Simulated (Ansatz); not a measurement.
Ansatz (a program for electronic structure) input (wB97M-V/def2-TZVPP):

Ansatz 0.2 input:
```yaml
crystal:
  periodic: [false, false, false]
  atoms:
    - {symbol: H, position_ang: [0.00000000, 0.00000000, 0.00000000]}
basis:
  gaussian:
    orbitals: def2-TZVPP
hamiltonian:
  xc: {name: wB97M-V}
magnetization: {spin_polarized: true, initial_magnetization: 1}
scf: {lower_state_search: full}
```

Output:

```
Functional definition: wB97M-V
integrals: 0.00 GiB planned
59 factors; their error is unknown
integrals: 0.04 GiB planned
21 factors; integrals over basis functions are off by at most 3.8e-5 eV
mean field: 0.06 GiB planned
mean field evaluation 1: about -13.4367 eV, gradient 9.1e-1 eV
mean field evaluation 2: about -13.4426 eV, gradient 1.1e-1 eV
mean field evaluation 4: about -13.4455 eV, gradient 2.3e-2 eV
mean field evaluation 8: about -13.4454 eV, gradient 4.3e-7 eV
mean field evaluation 16: about -13.4452 eV, gradient 1.4e-1 eV
mean field -13.44542468 eV, -0.4941102432 hartree, gradient 8.1e-7 eV, S^2 0.750000; 2 other end points of the search recorded, 0 dependent functions left out
reference -13.44544674 eV, -0.4941110540 hartree; 1, 0 occupied and 13, 14 virtual orbitals, 59 factors
Total energy: -13.44544674 eV, -0.4941110540 hartree
```
